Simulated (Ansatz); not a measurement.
Cost and result for the atomization energy of `C[SiH2]B(F)Cl` (10 atoms, 9 bonds).

```xyz
10

C     1.210   -0.560    0.662
Si   -0.459    0.278    0.560
B    -1.105    0.452   -1.358
F    -2.255    1.021   -1.654
Cl   -0.156   -0.151   -2.712
H     1.960    0.008    0.108
H     1.541   -0.645    1.699
H     1.164   -1.563    0.233
H    -0.408    1.648    1.146
H    -1.491   -0.489    1.315
```

The species carries charge 0 and has multiplicity 1. All single points use the PBE0-D4/def2-TZVP geometry. It is one conformer, not always the lowest. Program: Ansatz. All runs use 4 threads of an Arm Neoverse V1 on a shared host. Times are those of one run each, without the atoms' runs, and a repeat can differ threefold. Electronic energies, without spin–orbit coupling; frozen cores. CCSD(T)/CBS adds CCSD(T) − MP2 in def2-TZVPP to the MP2 limit, and its time is that of the two runs behind it. T1 = 0.013. B3LYP takes the VWN-RPA correlation (the form of Gaussian; ORCA's B3LYP/G).

CCSD(T)/CBS is a level of theory with its own doubt, some kJ/mol a heavy atom from the limit and from the frozen cores, so smaller differences don't rank the functionals.

| level | functions | wall time |
| --- | --- | --- |
| PBE-D4/def2-TZVPP (with forces) | 247 | 2.4 s |
| PBE0-D4/def2-TZVPP | 247 | 2.8 s |
| B3LYP-D4/def2-TZVPP (with forces) | 247 | 4.5 s |
| r2SCAN-D4/def2-TZVPP (with forces) | 247 | 4.7 s |
| B2PLYP/def2-TZVPP | 247 | 5 s |
| ωB97X-V/def2-TZVPP | 247 | 7.5 s |
| ωB97M-V/def2-TZVPP (with forces) | 247 | 11 s |
| MP2/def2-QZVPP | 461 | 19 s |
| CCSD(T)/def2-TZVPP | 247 | 2.2 min |
| CCSD(T)/CBS(def2) | – | 2.5 min |

(1) What atomization energy does each give, and how far from CCSD(T)/CBS? (An estimate is asked.)

Results:

(1) Computed: 
| level | atomization (kcal/mol) | difference from CCSD(T)/CBS | per bond |
| --- | --- | --- | --- |
| PBE-D4/def2-TZVPP (with forces) | 883.7 | 14.0 | 1.6 |
| PBE0-D4/def2-TZVPP | 872.9 | 3.2 | 0.3 |
| B3LYP-D4/def2-TZVPP (with forces) | 869.7 | 0.0 | 0.0 |
| r2SCAN-D4/def2-TZVPP (with forces) | 877.5 | 7.8 | 0.9 |
| B2PLYP/def2-TZVPP | 861.8 | -7.9 | -0.9 |
| ωB97X-V/def2-TZVPP | 875.0 | 5.3 | 0.6 |
| ωB97M-V/def2-TZVPP (with forces) | 874.8 | 5.1 | 0.6 |
| MP2/def2-QZVPP | 876.8 | 7.1 | 0.8 |
| CCSD(T)/def2-TZVPP | 849.6 | -20.1 | -2.2 |
| CCSD(T)/CBS(def2) | 869.7 | 0.0 | 0.0 |

In def2-TZVPP, CCSD(T) changes the Hartree–Fock value by +180.1 kcal/mol (the triples alone add +11.4 kcal/mol) and MP2 by +195.4 kcal/mol; breaking electron pairs costs correlation energy, which Hartree–Fock lacks. The D4 term adds +8.2 kcal/mol with B3LYP and +4.3 kcal/mol with PBE0; it sums over pairs of atoms, weighted by their polarisabilities, and B3LYP, whose exchange is more repulsive, gets the larger term. From PBE to PBE0 (25 % exact exchange), in def2-TZVPP and without D4, the atomization energy moves by −10.1 kcal/mol: exact exchange takes away binding that semilocal exchange gives to molecules.
